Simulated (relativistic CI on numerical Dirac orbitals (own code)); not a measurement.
Hyperfine structure of Ba⁴⁶⁺, mass number 135

Computed by Dirac-Coulomb-Breit CI, orbitals from a KLI potential per configuration, QED by a radiative potential, unscaled Slater integrals (own radial code, finite nucleus).

Configurations in the expansion (outside the closed core 1s2): 2s²2p⁶, 2s²2p⁵3s, 2s²2p⁵3p, 2s²2p⁵3d, 2s2p⁶3s, 2s2p⁶3p, 2s2p⁶3d, 2s²2p⁵4s, 2s²2p⁵4p, 2s²2p⁵4d, 2s²2p⁵4f, 2s2p⁶4s, 2s2p⁶4p, 2s²2p⁴3s², 2s2p⁶4d, 2s2p⁶4f. Levels of other configurations are missing.

Nuclear spin I = 3/2, μ = 0.8381 μN, Q = 0.153 b (tables of Stone and Pyykkö). The electronic factors are computed for point nuclear moments, without core polarisation or the Bohr-Weisskopf and QED corrections.

```
        Level   E (eV)  A (GHz)  B (GHz)
2s²2p⁵3s ³P°2  4561.43    399.3    -95.7
2s²2p⁵3s ¹P°1  4567.30    -34.8    -46.2
 2s²2p⁵3p ³D2  4661.55    219.7    -95.4
 2s²2p⁵3p ³D3  4762.95    115.6    -69.4
 2s²2p⁵3p ¹P1  4763.01    118.9     25.6
 2s²2p⁵3p ³P2  4771.73    115.4     -0.4
2s²2p⁵3d ³P°1  4881.03    85.58     31.6
2s²2p⁵3d ³F°3  4884.50    104.1    -91.1
```

Levels with J = 0, under 50 % of one LS term, or S terms without an open s electron are left out. Small factors come from cancelling terms and can be off by tens of per cent or more.

At this charge energies of transitions that change n are usually good to better than 1 %, and those within a shell (Δn = 0) to a few per cent.

Q: Give the hyperfine levels of 2s²2p⁵3s ³P°2 relative to its centre of gravity.

A: With K = F(F + 1) − I(I + 1) − J(J + 1), E = AK/2 + B[¾K(K + 1) − I(I + 1)J(J + 1)]/[2I(2I − 1)J(2J − 1)]: F = 1/2: -1881, F = 3/2: -1198, F = 5/2: -139.8, F = 7/2: 1174 GHz.

LS names give the leading component of a level, which can be under half, so a name can repeat, a term be missing and a line seem to break the LS rules.
